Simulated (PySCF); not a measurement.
A small calculation by hand: chemical shift, span and skew from a shielding tensor

Ge(F)(NH2)3 (FGeH6N3), SMILES [NH2][Ge]([NH2])([F])[NH2]. Atoms are numbered in the order given.

```xyz
11

N     -1.4235    -0.9740    -0.5961
Ge     0.0000     0.0000    -0.0183
N      1.5552    -0.7458    -0.5961
N     -0.1317     1.7197    -0.5961
F      0.0000     0.0000     1.7476
H     -2.1898    -1.0598     0.0682
H     -1.1668    -1.8959    -0.9429
H      2.2253    -0.0626    -0.9429
H      2.0127    -1.3665     0.0682
H     -1.0585     1.9585    -0.9429
H      0.1771     2.4263     0.0682
```
Charge 0, spin multiplicity 1.

The structure is a stationary point at B3LYP-D3(BJ)/def2-SVP. The structure was generated by enumeration, and PubChem lists no compound with its InChIKey, so it may never have been made. One conformer was computed; it need not be the lowest.

GIAO shieldings from PySCF with PBE/pcSseg-1, non-relativistic, no solvent. The symmetric part of the tensor of N1 has the principal values 196.0, 232.2, 272.0 ppm. The same nucleus in NH3 has σ = 267.0 ppm at this level (PySCF, at its B3LYP-D3(BJ)/def2-TZVP geometry).

**Question.** Work out the isotropic shielding, the ¹⁵N shift against NH3, the span and the skew.

**Answer.** 
σ(iso) = (σ11 + σ22 + σ33)/3 = 233.4 ppm. δ = σ(ref) − σ(iso) = 267.0 − (233.4) = 33.6 ppm.
Span Ω = σ33 − σ11 = 76.0 ppm. Skew κ = 3(σ(iso) − σ22)/Ω = 0.05. Tumbling in solution averages the tensor to δ; in a static solid the shielding alone would spread this spin-1/2 line over Ω.
